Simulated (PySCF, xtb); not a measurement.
## Relaxing a trial structure of CH6FSi2+

The starting geometry of this gas-phase singlet was built from a drawn formula by distance geometry and a force field; its bonds are those of `[CH2+][SiH2][SiH2]F`.

```xyz
10

C     1.6899   -1.1673   -0.0210
F    -2.2045   -0.7953   -0.0304
Si    0.7717   -0.0025    1.0144
Si   -1.3072    0.5617    0.1989
H     1.3262   -2.1500   -0.2123
H     2.5481   -0.8285   -0.5360
H     1.6084    1.1924    1.3065
H     0.6245   -0.7145    2.3778
H    -1.1740    1.2907   -1.0796
H    -2.0229    1.3836    1.1562
```

Q: Predict what it relaxes into with r2SCAN-D4/def2-SVP.

A: New bonds form, giving a structure with H10 bridging Si3 and Si4, given below by its coordinates. Distances that change by over a tenth: Si4–H10 (1.45 → 1.73 Å). Contacts that close: C1–Si4 (3.47 → 1.84 Å), Si3–H10 (3.12 → 1.66 Å).

The energy falls by 2.78 eV over 32 steps:

```csv
step,E − E(last) (eV)
1,2.783
4,2.060
8,1.054
11,0.616
15,0.442
18,0.453
22,0.012
25,0.001
29,0.000
32,0.000
```

Final geometry (Å):

```xyz
10

C     1.1009   -0.5516   -0.1545
F    -1.8044   -0.6083   -0.2954
Si    0.9910    0.2921    1.5273
Si   -0.4990    0.2803   -0.4943
H     1.0471   -1.6521   -0.1151
H     1.9451   -0.2325   -0.7862
H     1.8389    1.4785    1.7681
H     0.4917   -0.5179    2.6579
H    -0.6837    1.4778   -1.3279
H    -0.4153    1.0403    1.0553
```

From the same start GFN2-xTB ends elsewhere, at `F[SiH2]C[SiH2+]`.

No frequencies were run, so the end isn't proven a minimum. Run with PySCF 2.14.0, 4.7 min on 2 threads of Intel(R) Xeon(R) Platinum 8488C (Sapphire Rapids), on a shared host.
